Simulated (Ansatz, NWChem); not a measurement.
Worked example: vertical ionisation energy of HI (hydrogen iodide)

HI: 2 atoms, total charge 0, spin state singlet. As SMILES, `I`. The coordinates come from a PBE0-D4/def2-TZVP relaxation.

```xyz
2

I    -0.6839    0.2458   -0.3462
H     0.6839   -0.2458    0.3462
```

Both states at this one shape; open shells run unrestricted unless said. 1 Eh = 27.2114 eV.

| level | program | singlet HI (Eh) | doublet HI+ (Eh) |
| --- | --- | --- | --- |
| CAM-B3LYP/SBKJC-VDZ (core potential) | NWChem | -11.999772 | -11.604296 |
| MP2/x2c-SV(P)all (sfX2C), 18 core orbitals frozen | Ansatz | -7112.762450 | -7112.384792 |
| MP2/x2c-SVPall (sfX2C), 18 core orbitals frozen | Ansatz | -7112.776814 | -7112.398447 |

Task: Work out the vertical ionisation energy at each level.

Result: 
1. CAM-B3LYP/SBKJC-VDZ (core potential): -11.604296 − (-11.999772) = 0.395476 Eh = 10.76 eV.
2. MP2/x2c-SV(P)all (sfX2C): -7112.384792 − (-7112.762450) = 0.377658 Eh = 10.28 eV.
3. MP2/x2c-SVPall (sfX2C): -7112.398447 − (-7112.776814) = 0.378367 Eh = 10.30 eV.

No measured value is set beside it here; the levels span 10.28 to 10.76 eV. Spin-orbit coupling, which splits open shells on such heavy atoms by tenths of an eV, is left out.
